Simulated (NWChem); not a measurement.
SrO; SMILES [Sr]=[O]

Program: NWChem. def2 effective core potentials on Sr; no spin-orbit coupling. Each level has its own optimisation.

```
level           r O–Sr (Å)  dipole (D)
--------------  ----------  ----------
BLYP/def2-SVP        1.995        7.57
BP86/def2-TZVP       1.944           …
PBE0/def2-SVP        1.952        8.65
```

Problem. Complete the blanks.

Solution. 
- BP86/def2-TZVP, dipole (D): 7.80
